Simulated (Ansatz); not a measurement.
Saddle point of Si2H5Cl2OF3, closed shell (Si₂H₃ClOF₂ ([F][Si]([F])([Cl])[O][SiH3]) + HCl + HF → SiCl₂F₂ ([F][Si]([F])([Cl])[Cl]) + SiH₄O ([OH][SiH3]) + HF (still joined by a long Si–O bond); bonds formed: Si1–Cl8, O2–H9, H7–F10; bonds broken: H7–Cl8, H9–F10; bonds weakened to dative contacts: Si1–O2), PBE0-D4/def2-TZVP structure:

```csv
atom,x (Å),y (Å),z (Å)
Si1,-0.7558,0.7717,0.9340
O2,0.1620,-0.1163,-0.2004
Si3,-0.2416,-0.1886,-1.8744
F4,-1.7858,1.2393,-0.2256
F5,-0.2528,2.2064,1.3476
Cl6,-2.0545,-0.2476,2.0996
H7,1.7432,-0.8622,1.5587
Cl8,1.0536,0.0820,2.5598
H9,1.0688,-0.7836,0.1070
F10,1.9530,-1.3876,0.5625
H11,-0.1580,1.1665,-2.4461
H12,0.8330,-1.0620,-2.3949
H13,-1.5650,-0.8178,-2.0279
```

Energies are electronic, without zero-point energy. Barriers and step energies count from the start structure reached by relaxing down the imaginary mode; all methods use the PBE0-D4 structures, on which another method's saddle can fall below an end. Program: Ansatz 0.2.0. Basis: def2-TZVPP, with def2-QZVPP for the basis limit. Cores are frozen in the correlated methods. B3LYP uses VWN-RPA correlation. Extrapolation: Hartree–Fock as exp(−7.88 √X), correlation as X^−2.97.

```tsv
method	barrier (kJ/mol)	step energy (kJ/mol)
SPW92	12.6	14.0
PBE-D4	?	58.1
BLYP-D4	?	81.7
r2SCAN-D4	78.5	64.6
B97M-V	109.8	78.7
PBE0-D4	85.7	64.4
B3LYP-D4	103.9	83.6
r2SCAN0-D4	90.3	68.3
BHLYP-D4	122.6	89.8
CAM-B3LYP-D4	100.9	79.0
wB97X-V	?	73.5
wB97M-V	96.6	67.7
B2PLYP	108.3	84.2
PBE-QIDH	97.1	69.6
RPA on PBE	113.1	89.8
HF	187.2	132.4
MP2	103.5	79.0
CCSD	126.9	93.3
CCSD(T)	113.5	85.1
```

(1) Fill in the withheld barriers. (An estimate is asked for; the value comes from the calculation.)

The T1 diagnostic stays at or below 0.011.

Answers

(1) By the calculation: PBE-D4 69.2; wB97X-V 100.5; BLYP-D4 94.1 kJ/mol. Each is the energy of the saddle less that of the start structure, by the same method.

For comparison, the barrier by CCSD(T) at an estimated basis limit (MP2 extrapolated from triple and quadruple zeta, plus CCSD(T) − MP2 in triple zeta) is 109.5 kJ/mol.

Labels in which every atom is bracketed show which atoms are joined, not bond orders.

For scale, one of the runs: CCSD(T)/def2-TZVPP, 362 basis functions, launched by `ansatz run in.yaml --threads 4 --pin off --events-out ev --progress --plain --max-ram 46080MiB --backend cuda --devices 0, --max-vram 37GiB`. Hardware: 4 CPU threads of an AMD EPYC 7R13 and a share of one NVIDIA H100, shared host. Wall time 15 s; peak host memory 0.9 GiB.
